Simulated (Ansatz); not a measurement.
Mulliken charges of AlAsCl$_{3}$H$_{3}$ (`[Cl][Al-]([Cl])([Cl])[AsH3+]`) from r2SCAN/def2-TZVPP in Ansatz (PBE0-D4/def2-TZVP geometry).

```
atom   x (Å)   y (Å)   z (Å)  charge (e)
 Cl1  -0.040  -1.744   2.099      -0.272
 Al2   0.443  -1.363   0.088       0.541
 Cl3   2.478  -1.118  -0.386      -0.272
 Cl4  -0.792  -2.226  -1.381      -0.272
 As5  -0.337   1.089  -0.084       0.167
  H6  -1.784   1.398   0.183       0.036
  H7   0.299   2.106   0.823       0.036
  H8  -0.175   1.800  -1.398       0.036
```

Problem. By hand: the dipole of these point charges (1 e Å = 4.8032 D).

Solution. Σ q r = (-0.324, 1.019, -0.071) e Å, of length 1.072 e Å = 5.15 D.

Problem. How does the dipole of the full density compare? (Estimate.)

Solution. Ansatz gave: (-0.339, 1.067, -0.074) e Å, 5.39 D; the point charges give 0.96 times that, at 0° from its direction.

Point charges leave out the atoms' own dipoles, such as those of lone pairs, and Mulliken's split depends on the basis, so the close match here is no proof of good charges.
